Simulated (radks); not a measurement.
Results of a calculation; reference values are marked as such.
Q: These are the eigenvalues of the occupied orbitals of an atom or ion with whole-number occupations (Ry). Level of theory: scalar-relativistic Kohn-Sham, AM05, spin-polarised, spherical densities, point nucleus (a radial shooting solver on a logarithmic mesh with Libxc functionals).

orbital  eigenvalue
1s up     -928.4821
1s down   -927.3378
2s up     -204.4924
2s down   -202.5370
2p up     -195.7533

Which element is it, and in what charge state? The configuration may be excited. Open shells, if any, are filled with parallel spins first.

A: Z = 32, germanium, charge +26: Ge26+ in [He] 2s2 2p2. The list shows which subshells hold electrons but not how many an open one holds; the 1s level, -464.24 hartree, gives Z - s = 30.5 by -(Z - s)^2/2, which with screening and relativity narrows Z to a few neighbours, and the depths of the outer levels then fix element, charge and occupations together.
